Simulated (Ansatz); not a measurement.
The C5–H7 bond of CH6BN (SMILES BNC) is stretched (multiplicity 1, the rest rigid).
Geometry at rest (charge 0, multiplicity 1):
```xyz
9

B     -0.17378     0.16936     1.35985
H     -1.04663     0.51555     2.09588
H      0.90497    -0.15003     1.76047
N     -0.42136     0.13750    -0.00246
C      0.50466    -0.25211    -1.05319
H     -1.33201     0.40682    -0.34423
H      0.67789     0.56737    -1.75578
H      0.12956    -1.11044    -1.61689
H      1.45669    -0.52593    -0.60231
```

Frozen-core correlation.

Programs: Ansatz (Gaussian orbitals). Values without a source in brackets are computed.

Energies above the point at 1.093 Å (the B3LYP-D3(BJ) bond length), FIC-MRCISD+Q on CASSCF(2,2)/cc-pVDZ (kcal/mol): 7.27 at 0.984 Å; 2.76 at 1.203 Å; 104.88 at 3.498 Å.

Problem. Take the last value as the depth D of a Morse curve D(1 − e^(−a(R − R₀)))², fit a and R₀ to the two near points, and test it at 1.476 and 1.913 Å.

Solution. 
With D = 104.9, both near points (counted from the curve's value at 1.093 Å) are met by a = 1.90 Å⁻¹ and R₀ = 1.108 Å, so k = 2Da² = 756 kcal/(mol Å²). The curve then gives 26.4 and 64.3 kcal/mol; the level itself gives 26.4 and 66.2, so Morse is off by 0.0 and -2.0.

Ansatz is a quantum-chemistry and plane-wave program.
